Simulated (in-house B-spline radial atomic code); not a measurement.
Configurations of Eu⁶⁺, with energies counted from [Kr] 4d10 4f5 5s2 5p4. All numbers are computed (Dirac-Hartree-Fock, average of configuration; Fermi nucleus of rms radius 5.1115 fm) with a radial B-spline atomic code at the basis-set limit, not measured. Energies include first-order Breit, QED and recoil terms.

Occupations are held fixed; configurations that lie above the ionisation limit could autoionise.

| configuration | E - E(ref) (eV) | highest orbital | its <r> (bohr) |
| --- | --- | --- | --- |
| [Kr] 4d10 4f4 5s2 5p4 6d1 | 56.88 | 6d5/2 | 3.497 |
| [Kr] 4d10 4f4 5s2 5p4 9s1 | 78.542 | 9s1/2 | 8.997 |
| [Kr] 4d10 4f5 5s2 5p3 6g1 | 82.739 | 6g7/2 | 6.115 |
| [Kr] 4d10 4f5 5s2 5p3 9s1 | 85.663 | 9s1/2 | 9.042 |
| [Kr] 4d10 4f5 5s2 5p3 7g1 | 87.716 | 7g7/2 | 8.856 |
| [Kr] 4d10 4f5 5s2 5p3 9d1 | 88.975 | 9d5/2 | 11.03 |
| [Kr] 4d10 4f5 5s2 5p3 9g1 | 93.184 | 9g7/2 | 15.64 |
| [Kr] 4d9 4f6 5s2 5p4 | 141.68 | 4f7/2 | 0.7806 |
| [Kr] 4d9 4f5 5s2 5p4 9g1 | 228.43 | 9g7/2 | 15.6 |

(1) Order these further configurations by energy, lowest first.
A. [Kr] 4d10 4f4 5s2 5p4 8g1
B. [Kr] 4d9 4f5 5s2 5p4 6g1
C. [Kr] 4d9 4f5 5s2 5p4 7g1
D. [Kr] 4d9 4f5 5s2 5p5
E. [Kr] 4d10 4f4 5s2 5p4 5d1

(2) How far above the reference does [Kr] 4d9 4f5 5s2 5p4 8g1 lie?

(3) How far above the reference does [Kr] 4d10 4f4 5s2 5p4 6g1 lie?

(4) How far above the reference does [Kr] 4d10 4f5 5s2 5p3 7s1 lie?

Results:

(1) E (24.292 eV), A (83.902 eV), D (132.58 eV), B (217.96 eV), C (222.95 eV).

(2) 226.2 eV; its least bound orbital is 8g7/2 with <r> = 12 bohr.

(3) 75.669 eV; its least bound orbital is 6g7/2 with <r> = 6.096 bohr.

(4) 68.031 eV; its least bound orbital is 7s1/2 with <r> = 4.326 bohr.
